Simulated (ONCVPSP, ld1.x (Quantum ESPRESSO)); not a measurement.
Potentials for sulfur (S) compared

Generated with ld1.x 7.5 (TM, RRKJ, ultrasoft, PAW), atompaw 4.2 or ONCVPSP 4.0.1. The cutoff is in Ry: for ld1.x and atompaw files where the sum of valence levels is converged to 10 mRy in a Bessel basis, for ONCV files where the hardest occupied wave has 1 mHa per electron of residual kinetic energy. The error is the largest all-electron minus pseudo excitation energy over each file’s own four to seven test configurations (ionisations up to +4, promotions, holes and added fractions of an electron), all of which were solved. The labels leave out finer settings (local radius, basis sizes, second energies), which also bear on the numbers. Spin-polarised tests are not counted. The rows are a selection from randomly drawn settings: files with unsolved tests, undetermined cutoffs or missed reference levels are left out.

A true bound ghost makes a file unfit for plane-wave use even where its test errors are small: the radial tests pick states by their node count and pass the ghost by.

```csv
potential,cutoff (Ry),largest error (meV),bound ghosts
"ONCV, LDA (Perdew-Zunger), scalar-relativistic, rc 0.80/0.85/0.65 (spd), local d, core correction no, reference 2s2 2p6 3s2 3p4, qcut 17.2/14.6/14.4, projectors 2/3/0",200,+31,none
"ONCV, LDA (Perdew-Zunger), scalar-relativistic, rc 1.30/1.35/1.30 (spd), local s, core correction yes, reference 3s2 3p4, qcut 4.7/6.3/7.3, projectors 0/1/2",31,+82,none
"ONCV, LDA (Perdew-Zunger), scalar-relativistic, rc 1.40/1.10 (sp), local smoothed, core correction yes, reference 3s2 3p2, qcut 5/8.4, projectors 2/1",97,+23,none
"ONCV, LDA (Perdew-Wang 92), scalar-relativistic, rc 0.80/0.85/0.65 (spd), local smoothed, core correction yes, reference 2s2 2p6 3s2 3p3.5, qcut 16.1/14.7/14.5, projectors 2/3/2",198,+9.6,none
"ONCV, revPBE, scalar-relativistic, rc 1.15/1.20/0.95 (spd), local d, core correction yes, reference 3s2 3p4, qcut 6.6/6.9/11.9, projectors 3/2/0",47,+11,s
"ONCV, LDA (Perdew-Zunger), scalar-relativistic, rc 1.15/1.15 (sp), local smoothed, core correction yes, reference 3s1.75 3p4.25, qcut 5.7/6.8, projectors 2/1",92,+64,none
```

Fill in the row for S: ONCV, PBE, scalar-relativistic, rc 0.75/0.70/0.60 (spd), local smoothed, core correction no, reference 2s2 2p6 3s2 3p3.75, qcut 18.2/21.7/16.8, projectors 2/2/2.

cutoff 351 Ry, largest error -222 meV, bound ghosts: none.

Fill in the row for S: ONCV, LDA (Perdew-Zunger), scalar-relativistic, rc 1.20/1.50/1.20 (spd), local d, core correction no, reference 3s2 3p3, qcut 6/5.3/7.2, projectors 1/2/0.

cutoff 27 Ry, largest error +85 meV, bound ghosts: none.

Fill in the row for S: ultrasoft, Wu–Cohen, scalar-relativistic, rc 0.80/0.75/0.75 (spd), local smoothed, core correction yes, reference 2s2 2p6 3s2 3p4.

cutoff 260 Ry, largest error -418 meV, bound ghosts: none.
